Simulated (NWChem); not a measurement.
The numbers come from NWChem runs, not from measurements. System: HB, charge 0, spin multiplicity 1, at a geometry optimised with PBE0/def2-SVP. The structure started from a generated list of species. Level: HF/def2-SVPD.

Job file:

```
start mol
memory heap 200 mb stack 900 mb global 1100 mb
geometry units angstroms nocenter noautoz
  B      0.000000     0.000000     0.208709
  H      0.000000     0.000000    -1.043544
  symmetry group C2v
end
basis spherical
  * library def2-svpd
end
dft
  xc hfexch
  semidirect memsize 60000000 filesize 0
  iterations 100
end
property
  dipole
  response 1 0.0428
end
task dft property
```

NWChem printed:

```
             Northwest Computational Chemistry Package (NWChem) 7.3.0
             --------------------------------------------------------

                                NWChem Input Module
                                -------------------

 Scaling coordinates for geometry "geometry" by  1.889725989
 (inverse scale =  0.529177249)

 Turning off AUTOSYM since
 SYMMETRY directive was detected!

                             Geometry "geometry" -> ""
                             -------------------------

 Output coordinates in angstroms (scale by  1.889725989 to convert to a.u.)

  No.       Tag          Charge          X              Y              Z
 ---- ---------------- ---------- -------------- -------------- --------------
    1 B                    5.0000     0.00000000     0.00000000     0.20870900
    2 H                    1.0000     0.00000000     0.00000000    -1.04354400

 Effective nuclear repulsion energy (a.u.)       2.1129007038

            Nuclear Dipole moment (a.u.)
            ----------------------------
        X                 Y               Z
 ---------------- ---------------- ----------------
     0.0000000000     0.0000000000     0.0000018897

      Symmetry information
      --------------------

 Group name             C2v
 Group number             16
 Group order               4
 No. of unique centers     2

      Symmetry unique atoms

     1    2


 Summary of "ao basis" -> "" (spherical)
 ------------------------------------------------------------------------------
       Tag                 Description            Shells   Functions and Types
 ---------------- ------------------------------  ------  ---------------------
 *                         def2-svpd                  on all atoms

  xc_inp: hfexch multiplicative factor not found.
                              NWChem Property Module
                              ----------------------

                                 NWChem DFT Module
                                 -----------------

 Summary of "ao basis" -> "ao basis" (spherical)
 ------------------------------------------------------------------------------
       Tag                 Description            Shells   Functions and Types
 ---------------- ------------------------------  ------  ---------------------
 B                         def2-svpd                 8       20   4s2p2d
 H                         def2-svpd                 4        8   2s2p

 Summary of "ao basis" -> "ao basis" (spherical)
 ------------------------------------------------------------------------------
       Tag                 Description            Shells   Functions and Types
 ---------------- ------------------------------  ------  ---------------------
 B                         def2-svpd                 8       20   4s2p2d
 H                         def2-svpd                 4        8   2s2p

            General Information
            -------------------
          SCF calculation type: DFT
          Wavefunction type:  closed shell.
          No. of atoms     :     2
          No. of electrons :     6
           Alpha electrons :     3
            Beta electrons :     3
          Charge           :     0
          Spin multiplicity:     1
          Use of symmetry is: off; symmetry adaption is: off
          Maximum number of iterations: 100
          AO basis - number of functions:    28
                     number of shells:    12
          Convergence on energy requested:  1.00D-06
          Convergence on density requested:  1.00D-05
[...]
  ----- ------------  ---------------      ----- ------------  ---------------
     9      0.503348  1 B  py                 8     -0.449355  1 B  px
     6     -0.300430  1 B  py                 5      0.268204  1 B  px
    27      0.042054  2 H  py                26     -0.037543  2 H  px
    17     -0.028486  1 B  d -1              19     -0.025431  1 B  d  1

 Vector    5  Occ=0.000000D+00  E= 5.366541D-02
              MO Center= -1.6D-17, -7.4D-15,  9.2D-02, r^2= 2.5D+00
   Bfn.  Coefficient  Atom+Function         Bfn.  Coefficient  Atom+Function
  ----- ------------  ---------------      ----- ------------  ---------------
     8      0.503348  1 B  px                 9      0.449355  1 B  py
     5     -0.300430  1 B  px                 6     -0.268204  1 B  py
    26      0.042054  2 H  px                27      0.037543  2 H  py
    19      0.028486  1 B  d  1              17     -0.025431  1 B  d -1

 Vector    6  Occ=0.000000D+00  E= 8.951942D-02
              MO Center= -8.8D-15,  1.7D-14,  2.1D-01, r^2= 9.9D+00
   Bfn.  Coefficient  Atom+Function         Bfn.  Coefficient  Atom+Function
  ----- ------------  ---------------      ----- ------------  ---------------
     4     -2.546788  1 B  s                  3      2.361963  1 B  s
    22     -0.296237  2 H  s                 28     -0.126809  2 H  pz
    10     -0.077790  1 B  pz                 1      0.077276  1 B  s
    18      0.052629  1 B  d  0               7      0.027026  1 B  pz

 center of mass
 --------------
 x =   0.00000000 y =   0.00000000 z =   0.19594185

 moments of inertia (a.u.)
 ------------------
           5.170423550438           0.000000000000           0.000000000000
           0.000000000000           5.170423550438           0.000000000000
           0.000000000000           0.000000000000           0.000000000000

     Multipole analysis of the density
     ---------------------------------

     L   x y z        total         alpha         beta         nuclear
     -   - - -        -----         -----         ----         -------
     0   0 0 0     -0.000000     -3.000000     -3.000000      6.000000

     1   1 0 0     -0.000000     -0.000000     -0.000000      0.000000
     1   0 1 0     -0.000000     -0.000000     -0.000000      0.000000
     1   0 0 1     -0.693822     -0.346912     -0.346912      0.000002

     2   2 0 0     -5.046477     -2.523238     -2.523238      0.000000
     2   1 1 0     -0.000000     -0.000000     -0.000000      0.000000
     2   1 0 1      0.000000      0.000000      0.000000      0.000000
     2   0 2 0     -5.046477     -2.523238     -2.523238      0.000000
     2   0 1 1     -0.000000     -0.000000     -0.000000      0.000000
     2   0 0 2     -7.999036     -6.332818     -6.332818      4.666600

 *** CALLING NEW AORESP DRIVER FOR CLOSED AND OPEN SHELLS ***
 Entering AOResponse driver routine

--------------------------------------------------------------------------------

          ****************
          *** RESPONSE ***
          ****************

 Response module for NWChem and dynamic CPKS solver

          -----------------------------------------------
          Solving response equations for perturbing field
          -----------------------------------------------

 number of frequencies:     1
 frequency in a.u.:  0.4280000E-01
 Perturbing field: electric
 Using El. Dipole Length Gauge

 Setting up CPKS with frequency omega =      0.04280000 a.u.

                            NWChem Dynamic CPHF Module
                            --------------------------

    scftype = RHF
    nclosed =    3
      nopen =    0
  variables =      150
  num. vecs =        3
  tolerance =   1.0D-04
  max. iter =   50

 SCF residual:    7.3237308175889074E-006

Iterative solution of linear equations
  No. of variables      150
  No. of equations        3
  Maximum subspace       30
       Convergence  1.0D-04

 ga_lkain filestub:cphf_sol
 ga_lkain filesoln:./mol.cphf_sol

   iter   nsub   residual    time
   ----  ------  --------  ---------
     1      3    1.18D+00       0.2
     2      6    6.70D-01       0.2
     3      9    2.71D-01       0.3
     4     12    2.35D-01       0.4
     5     15    8.18D-02       0.5
     6     18    2.55D-02       0.5
     7     21    4.03D-03       0.6
     8     24    5.89D-04       0.7
     9     27    1.66D-04       0.8
    10     30    1.18D-05       0.9

 Electric Dipole Response Matrix (nonzero elements):

              1        2        3
    1   24.6948  -0.0000   0.0000
    2    0.0000  24.6948  -0.0000
    3    0.0000   0.0000  21.9961

 ------------------------------------------
 average:        23.79522 + I       0.00000

 DFT Linear Response polarizability / au
 Frequency  =       0.0428000 / au
 Wavelength =    1064.5643224 / nm
              X              Y              Z
 -----------------------------------------------
 X      24.6947982     -0.0000000      0.0000000
 Y       0.0000000     24.6947982     -0.0000000
 Z       0.0000000      0.0000000     21.9960742
 -----------------------------------------------
 Eigenvalues =      24.6947982     24.6947982     21.9960742
 Isotropic   =      23.7952236
 Anisotropic =       2.6987240
 -----------------------------------------------

 Magnetic Dipole Response Matrix (nonzero elements):
 Optical rotation tensor Beta

              1        2        3
    1   -0.0000 122.8412  -0.0000
    2 -122.8412   0.0000  -0.0000
    3   -0.0000   0.0000  -0.0000

 ------------------------------------------
 average:         0.00000 + I       0.00000

 Exiting AOResponse driver routine

          -------------
          Dipole Moment
          -------------

 Center of charge (in au) is the expansion point
         X =       0.0000000 Y =       0.0000000 Z =       0.0000003

   Dipole moment        0.6938215900 A.U.
             DMX       -0.0000000000 DMXEFC        0.0000000000
             DMY       -0.0000000000 DMYEFC        0.0000000000
             DMZ       -0.6938215900 DMZEFC        0.0000000000
   -EFC- dipole         0.0000000000 A.U.
   Total dipole         0.6938215900 A.U.

   Dipole moment        1.7635319054 Debye(s)
             DMX       -0.0000000000 DMXEFC        0.0000000000
             DMY       -0.0000000000 DMYEFC        0.0000000000
             DMZ       -1.7635319054 DMZEFC        0.0000000000
   -EFC- dipole         0.0000000000 DEBYE(S)
   Total dipole         1.7635319054 DEBYE(S)

 1 a.u. = 2.541766 Debyes

 Task  times  cpu:        0.9s     wall:        0.9s

 Total times  cpu:        0.9s     wall:        0.9s
```
